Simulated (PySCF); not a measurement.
Multinuclear NMR of C$_{5}$H$_{9}$FO$_{2}$Si$_{2}$

Numbering as in the mapped SMILES `[CH3:1][SiH2:2][C@H:3]([F:4])[C:5]#[C:6][SiH2:7][O:8][CH:9]=[O:10]` (H(Xn): hydrogen on atom n). Ha(Si2), Ha(Si7) are pro-R; Hb(Si2), Hb(Si7) are pro-S.

Level of theory: NMR shieldings at PBE0/pcSseg-1/GIAO, coordinates at the GFN2-xTB level, in PySCF 2.14.0 with density-fitted response routines (in vacuum, non-relativistic, averaged over atoms made equivalent by symmetry, fast rotation or ring inversion, single conformer).

**Question.** What are the ¹⁹F shifts?

**Answer.** 
| atoms | environment | σ (ppm) | δ (ppm) |
| --- | --- | --- | --- |
| F4 | fluorine on an sp3 carbon | 421.8 | -220.0 |

Shieldings were converted by a linear fit to measured shifts: ¹⁹F (scatter 6.0 ppm rms, 7.0 ppm with the 5 outliers that the fit left out vs CFCl3, solution or neat liquid, with a term for F on sp3 carbon). A few per cent of atoms miss by over 2 rms, more outside the fitted compound classes.

On a 400 MHz spectrometer ¹⁹F resonates near 376.4 MHz, so 1 ppm is 376.4 Hz.

**Question.** Where does ²⁹Si resonate?

**Answer.** 
```csv
atoms,environment,σ (ppm),δ (ppm)
Si2,"silicon bonded to 2 C, 2 H",385.6,-37.0
Si7,"silicon bonded to C, O, 2 H",396.3,-45.8
```

Shieldings were converted by a linear fit to measured shifts: ²⁹Si: δ = 279.94 − 0.822σ (rms 8.9 ppm, 72 shifts, 25.8 ppm with the 6 outliers that the fit left out vs TMS, solution or neat liquid). A few per cent of atoms miss by over 2 rms, more outside the fitted compound classes.

On a 500 MHz spectrometer ²⁹Si resonates near 99.3 MHz, so 1 ppm is 99.3 Hz.

**Question.** What are the ¹⁷O shifts?

**Answer.** 
```json
{"atoms": "O10", "environment": "carbonyl oxygen", "σ (ppm)": "-129.7", "δ (ppm)": "384.9"}
{"atoms": "O8", "environment": "oxygen bonded to C, Si", "σ (ppm)": "137.6", "δ (ppm)": "141.4"}
```

Shieldings were converted by a linear fit to measured shifts: ¹⁷O: δ = 266.70 − 0.911σ (rms 10.7 ppm, 155 shifts, 12.2 ppm with the 3 outliers that the fit left out vs liquid water, solution or neat liquid). A few per cent of atoms miss by over 2 rms, more outside the fitted compound classes.

On a 600 MHz spectrometer ¹⁷O resonates near 81.3 MHz, so 1 ppm is 81.3 Hz.
